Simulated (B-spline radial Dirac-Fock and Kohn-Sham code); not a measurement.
ΔSCF core binding energies without Breit or QED terms, calculated with a B-spline atomic structure program.

A sound run for Er²⁺, configuration [Xe] 4f12: The ground state converged in 11 iterations, with total energy -13091.64195 Ha, virial ratio 1.90635 and highest orbital energy -26.91 eV. ΔSCF binding energies: K (1s) 57761.5 eV, L3 (2p3/2) 8393.4 eV, M5 (3d5/2) 1427.4 eV.

A second run, with one unsound setting: The ground state converged in 10 iterations, with total energy -12872.12137 Ha, virial ratio 1.88569 and highest orbital energy -42.19 eV. ΔSCF binding energies: K (1s) 57942.4 eV, L3 (2p3/2) 8492.0 eV, M5 (3d5/2) 1575.8 eV.

```
iter   energy (Ha)        error
   1   -12846.17988594  4.59e+00
   2   -12860.25591817  2.40e+00
   3   -12871.72292359  4.37e-01
   4   -12872.09559682  8.38e-02
   5   -12872.11661393  4.85e-02
   6   -12872.12133101  5.98e-03
   7   -12872.12137080  4.62e-04
   8   -12872.12137284  6.72e-05
   9   -12872.12137288  4.61e-06
  10   -12872.12137288  3.15e-07
```

Question: Which fault fits the second run best?
A. mesh too coarse
B. too few iterations
C. tolerance below the noise
D. overfilled shell

Answer: A. The input had h = 0.9: h is too large to resolve the orbitals.
